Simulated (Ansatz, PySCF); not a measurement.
Reaction R1 → P1 + P2, each structure at its B3LYP-D3(BJ)/def2-TZVP stationary point, reached from a drawn start (curvature not checked).
P1, O2 (SMILES O=O) (charge 0, multiplicity 3):
```xyz
2

O      0.000     0.000     0.602
O      0.000     0.000    -0.602
```
P2: OH (SMILES [OH]), charge 0, multiplicity 2.
R1, HO3 (SMILES [O]OO) (charge 0, multiplicity 2):
```xyz
4

O     -0.50286    -0.15088    -0.83344
O     -0.50928    -0.15278     0.67079
H      0.41903     0.12570    -0.99332
O      0.59311     0.17796     1.15597
```

P less R. No zero-point or thermal terms; open shells are unrestricted; no spin–orbit coupling.

Frozen-core correlation throughout.

Programs: Ansatz (Gaussian orbitals); PySCF for the D3/D4 terms. All values are computed, each at the level named.

```csv
level,reaction energy (kcal/mol)
HF/cc-pVTZ,-42.35
HF/cc-pVQZ,-43.07
BLYP-D3(BJ)/def2-TZVPP,13.67
revPBE-D4/def2-TZVPP,13.31
r2SCAN-D4/def2-TZVPP,6.41
B3LYP-D3(BJ)/def2-TZVPP,3.81
CAM-B3LYP/def2-TZVPP,1.82
B2PLYP-D3(BJ)/def2-TZVPP,(withheld)
CCSD/cc-pVDZ,(withheld)
```

Problem. Some entries are withheld; supply them.

Solution. 
- B2PLYP-D3(BJ)/def2-TZVPP, reaction energy (kcal/mol): 0.83
- CCSD/cc-pVDZ, reaction energy (kcal/mol): -8.08

Doubts at one or more of the structures used: a spin-contaminated determinant (HF/cc-pVTZ, HF/cc-pVQZ, CCSD/cc-pVDZ).

Ansatz is a program for electronic structure.
